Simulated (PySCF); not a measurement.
C2H6AlFO2 (SMILES C[O][Al]([F])[O]C), singlet, geometry from GFN2-xTB (such geometries of metal compounds can be far from the true shape), with bond 11-9 at 1.8 times its length; PySCF with CASSCF(2,3)/6-31G.

Input for PySCF:
```python
from pyscf import gto, scf, mcscf
import numpy

mol = gto.M(
    atom='''
Al    0.22841674    0.27798040    0.26759623
F     0.96172090    1.43733807    1.17979560
O    -0.97606900    0.60991710   -0.80692022
C    -1.88285717    1.40977456   -1.51463594
H    -1.77646261    2.46296550   -1.24864820
H    -1.70138608    1.29344416   -2.58602869
H    -2.90109723    1.08622977   -1.28501146
O     0.79276264   -1.24695326    0.51504863
C     0.82954362   -2.62808812    0.28939755
H     0.09838267   -2.93042025   -0.46224617
H     2.62816140   -3.13030544   -0.32905869
H     0.61321418   -3.14873867    1.22561570
''',
    basis='6-31g',
    verbose=4,
)

mf = scf.RHF(mol)
mf.kernel()
mc = mcscf.CASSCF(mf, 3, 2)
mc.fix_spin_(ss=0.0)
mc.kernel()
occ = numpy.linalg.eigvalsh(mc.fcisolver.make_rdm1(mc.ci, mc.ncas, mc.nelecas))[::-1]
ss = mc.fcisolver.spin_square(mc.ci, mc.ncas, mc.nelecas)[0]
print('natural occupations', occ.round(4), ' <S^2>', round(ss, 4))
```

Task: Write the output that PySCF gives for this input, abridged.

Result: 
```
PySCF version 2.14.0

[INPUT] verbose = 4
[INPUT] num. atoms = 12
[INPUT] num. electrons = 56
[INPUT] charge = 0
[INPUT] spin (= nelec alpha-beta = 2S) = 0
[INPUT] symmetry False subgroup None
[INPUT] Mole.unit = angstrom
[INPUT] Symbol           X                Y                Z      unit          X                Y                Z       unit  Magmom
[INPUT]  1 Al     0.228416740000   0.277980400000   0.267596230000 AA    0.431645080866   0.525306823997   0.505683586666 Bohr   0.0
[INPUT]  2 F      0.961720900000   1.437338070000   1.179795600000 AA    1.817389109270   2.716175300711   2.229490566967 Bohr   0.0
[INPUT]  3 O     -0.976069000000   0.609917100000  -0.806920220000 AA   -1.844503088678   1.152576277689  -1.524858220174 Bohr   0.0
[INPUT]  4 C     -1.882857170000   1.409774560000  -1.514635940000 AA   -3.558084382974   2.664087815779  -2.862247105023 Bohr   0.0
[INPUT]  5 H     -1.776462610000   2.462965500000  -1.248648200000 AA   -3.357027803430   4.654330249252  -2.359603123931 Bohr   0.0
[INPUT]  6 H     -1.701386080000   1.293444160000  -2.586028690000 AA   -3.215153723347   2.444255219818  -4.886885974368 Bohr   0.0
[INPUT]  7 H     -2.901097230000   1.086229770000  -1.285011460000 AA   -5.482279225434   2.052676773649  -2.428319726327 Bohr   0.0
[INPUT]  8 O      0.792762640000  -1.246953260000   0.515048630000 AA    1.498104271387  -2.356400151534   0.973300851532 Bohr   0.0
[INPUT]  9 C      0.829543620000  -2.628088120000   0.289397550000 AA    1.567610250180  -4.966366778023   0.546882110620 Bohr   0.0
[INPUT] 10 H      0.098382670000  -2.930420250000  -0.462246170000 AA    0.185916301703  -5.537691702379  -0.873518663429 Bohr   0.0
[INPUT] 11 H      2.628161400000  -3.130305440000  -0.329058690000 AA    4.966505257153  -5.915419967836  -0.621830803008 Bohr   0.0
[INPUT] 12 H      0.613214180000  -3.148738670000   1.225615700000 AA    1.158806855900  -5.950253724127   2.316078006967 Bohr   0.0

nuclear repulsion = 294.575554095121
number of shells = 44
number of NR pGTOs = 180
number of NR cGTOs = 70
basis = 6-31g
ecp = {}

******** <class 'pyscf.scf.hf.RHF'> ********
method = RHF
initial guess = minao
damping factor = 0
level_shift factor = 0
DIIS = <class 'pyscf.scf.diis.CDIIS'>
diis_start_cycle = 1
diis_space = 8
diis_damp = 0
SCF conv_tol = 1e-09
SCF conv_tol_grad = None
SCF max_cycles = 50
direct_scf = True
direct_scf_tol = 1e-13
Set gradient conv threshold to 3.16228e-05
Initial guess from minao.
init E= -570.481045034663
  HOMO = -0.253513709170781  LUMO = -0.0464556758387502  gap/eV = 5.63434
cycle= 1 E= -570.040931448667  delta_E= 0.44  |g|= 0.813  |ddm|=    3
  HOMO = -0.351429247675239  LUMO = 0.0616016015091119  gap/eV = 11.23914
cycle= 2 E= -570.141294346037  delta_E= -0.1  |g|= 0.487  |ddm|= 0.872
  HOMO = -0.354161606543209  LUMO = 0.0842804514128188  gap/eV = 11.93062
cycle= 3 E= -570.184493242855  delta_E= -0.0432  |g|= 0.047  |ddm|= 0.31
  HOMO = -0.352836620076129  LUMO = 0.0893185561077687  gap/eV = 12.03166
cycle= 4 E= -570.185390065008  delta_E= -0.000897  |g|= 0.0139  |ddm|= 0.0702
  HOMO = -0.353525871061922  LUMO = 0.0887569808355044  gap/eV = 12.03513
cycle= 5 E= -570.185454672414  delta_E= -6.46e-05  |g|= 0.0041  |ddm|= 0.0162
  HOMO = -0.352780791667495  LUMO = 0.0893840092772842  gap/eV = 12.03192
cycle= 6 E= -570.185465050079  delta_E= -1.04e-05  |g|= 0.00136  |ddm|= 0.0085
  HOMO = -0.352759818138654  LUMO = 0.089471550816794  gap/eV = 12.03373
cycle= 7 E= -570.185465987179  delta_E= -9.37e-07  |g|= 0.000431  |ddm|= 0.00247
  HOMO = -0.352771228949974  LUMO = 0.0894817252873543  gap/eV = 12.03432
cycle= 8 E= -570.18546609693  delta_E= -1.1e-07  |g|= 0.00011  |ddm|= 0.000932
  HOMO = -0.352759050252274  LUMO = 0.0894971408633842  gap/eV = 12.03440
cycle= 9 E= -570.185466103671  delta_E= -6.74e-09  |g|= 4.4e-05  |ddm|= 0.000191
  HOMO = -0.352759126727272  LUMO = 0.0894957862956844  gap/eV = 12.03437
cycle= 10 E= -570.185466104608  delta_E= -9.37e-10  |g|= 9.05e-06  |ddm|= 7.71e-05
  HOMO = -0.352759629395285  LUMO = 0.0894954875091241  gap/eV = 12.03437
Extra cycle  E= -570.185466104648  delta_E= -3.96e-11  |g|= 4.82e-06  |ddm|= 1.48e-05
converged SCF energy = -570.185466104648

******** <class 'pyscf.mcscf.mc1step.CASSCF'> ********
CAS (1e+1e, 3o), ncore = 27, nvir = 40
max_cycle_macro = 50
max_cycle_micro = 4
conv_tol = 1e-07
conv_tol_grad = None
orbital rotation max_stepsize = 0.02
orbital rotation threshold for CI restart = 0.01
augmented hessian ah_max_cycle = 30
augmented hessian ah_conv_tol = 1e-12
augmented hessian ah_linear dependence = 1e-14
augmented hessian ah_level shift = 1e-08
augmented hessian ah_start_tol = 2.5
augmented hessian ah_start_cycle = 3
augmented hessian ah_grad_trust_region = 3
kf_trust_region = 3
kf_interval = 4
ci_response_space = 4
ci_grad_trust_region = 3
with_dep4 0
natorb = False
canonicalization = True
sorting_mo_energy = False
ao2mo_level = 2
internal_rotation = False
******** <class 'pyscf.fci.addons.SpinPenaltyFCISolver'> ********
max. cycles = 50
conv_tol = 1e-08
davidson only = True
linear dependence = 1e-12
level shift = 0.001
max iter space = 12
nroots = 1
pspace_size = 400
spin = None
CASCI E = -570.199842538369  S^2 = 0.0000000
Set conv_tol_grad to 0.000316228
macro iter   1 ( 21 JK    4 micro), CASSCF E = -570.233070128259  dE = -3.32275899e-02  S^2 = 0.0000000
               |grad[o]|=0.0385  |grad[c]|=0.0314  |ddm|=0.129  |maxRot[o]|=0.311
macro iter   2 ( 16 JK    4 micro), CASSCF E = -570.238736013648  dE = -5.66588539e-03  S^2 = 0.0000000
               |grad[o]|=0.0443  |grad[c]|=0.00693  |ddm|=0.0298  |maxRot[o]|=0.144
macro iter   3 ( 10 JK    3 micro), CASSCF E = -570.238778974116  dE = -4.29604684e-05  S^2 = 0.0000000
               |grad[o]|=0.00289  |grad[c]|=0.000162  |ddm|=0.00123  |maxRot[o]|=0.0162
macro iter   4 ( 21 JK    4 micro), CASSCF E = -570.238842938703  dE = -6.39645867e-05  S^2 = 0.0000000
               |grad[o]|=0.000249  |grad[c]|=0.00195  |ddm|=0.000727  |maxRot[o]|=0.313
macro iter   5 ( 21 JK    4 micro), CASSCF E = -570.239043193231  dE = -2.00254528e-04  S^2 = 0.0000000
               |grad[o]|=0.000374  |grad[c]|=0.00208  |ddm|=0.00158  |maxRot[o]|=0.313
macro iter   6 ( 21 JK    4 micro), CASSCF E = -570.239256283012  dE = -2.13089781e-04  S^2 = 0.0000000
               |grad[o]|=0.000787  |grad[c]|=0.00101  |ddm|=0.00185  |maxRot[o]|=0.313
macro iter   7 ( 20 JK    4 micro), CASSCF E = -570.239341895730  dE = -8.56127178e-05  S^2 = 0.0000000
               |grad[o]|=0.000858  |grad[c]|=0.000314  |ddm|=0.00106  |maxRot[o]|=0.294
macro iter   8 (  9 JK    2 micro), CASSCF E = -570.239342431526  dE = -5.35796403e-07  S^2 = 0.0000000
               |grad[o]|=0.00023  |grad[c]|=3.63e-05  |ddm|=0.000119  |maxRot[o]|=0.0217
macro iter   9 (  3 JK    1 micro), CASSCF E = -570.239342433914  dE = -2.38776465e-09  S^2 = 0.0000000
               |grad[o]|=3.69e-05  |grad[c]|=9.8e-06  |ddm|=1.87e-05  |maxRot[o]|=0.000407
1-step CASSCF converged in   9 macro (142 JK  30 micro) steps
CASSCF canonicalization
Density matrix diagonal elements [1.79795322 0.18902236 0.01302442]
CASSCF energy = -570.239342433914
CASCI E = -570.239342433914  E(CI) = -1.27914843300618  S^2 = 0.0000000
natural occupations [1.7994e+00 2.0000e-01 5.0000e-04]  <S^2> 0.0
```
